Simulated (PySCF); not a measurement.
**[YCl2]+: from structure and modes to constants**

These are results of PBE0/[Y def2-TZVP with ECP28, Cl def2-TZVP], scalar-relativistic core potentials, density fitting, no spin–orbit coupling, PySCF, not measurements.

The singlet minimum has C2v symmetry. Masses (u): Y 88.90585, Cl 34.96885.

```xyz
3
charge 1 multiplicity 1, angstrom
Y     0.0000    0.0000   -0.5746
Cl    1.9395    0.0000    0.7330
Cl   -1.9395    0.0000    0.7330
```

Harmonic wavenumbers (cm⁻¹): 92.1 (a1, ×1), 424.2 (a1, ×1), 437.8 (b2, ×1).

Question: What is the harmonic zero-point energy?

Answer: Half the sum of all 3 wavenumbers, 954/2 = 477 cm⁻¹, which is 5.7 kJ/mol (1 cm⁻¹ = 0.0119627 kJ/mol).

Question: Give the standard entropy (298.15 K, 1 bar) by its translational, rotational, vibrational and spin parts, and Cp.

Answer: Sackur–Tetrode with M = 158.84 u gives 172.1; rotation with symmetry number 2 gives 107.5; vibration 22.3; spin R ln 1 = 0.0. The total is 301.9 J/(mol K), and Cp = 4 R + 19.9 = 53.2 J/(mol K).

Other isomers or separated fragments may lie lower.
